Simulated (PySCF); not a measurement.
Electron correlation in Sb⁺ (antimony, charge +1)

[Kr] 4d10 5s1 5p2 5d1, one real determinant (an excited configuration). All numbers are calculated (PySCF 2.14, a scalar-relativistic core potential, in aug-cc-pVQZ-PP with ECP28MDF (7s7p5d3f2g, 92 functions)). Frozen: 4s2 4p6 4d10; 4 electrons correlated.

```tsv
level	correlation energy (mhartree)
CCSD	-35.17
(T)	-3.79
CCSD(T)	-38.96
```

Diagnostics: T1 = 0.030, D1 = 0.0818, largest double amplitude 0.381.

The real determinant used has ⟨L²⟩ near 8 against 12 for a pure F term, so it mixes terms. The outer electron is Rydberg-like, and this basis confines it to a smaller radius and binds it less than a complete one would. T1 exceeds 0.03, a sign that the reference determinant is poor. A double-excitation amplitude exceeds 0.15, a sign of near-degeneracy.

Cost of the coupled-cluster step: roughly 11 core-seconds, for 4 correlated electrons.

The reference is one real determinant that mixes LS terms of this configuration.
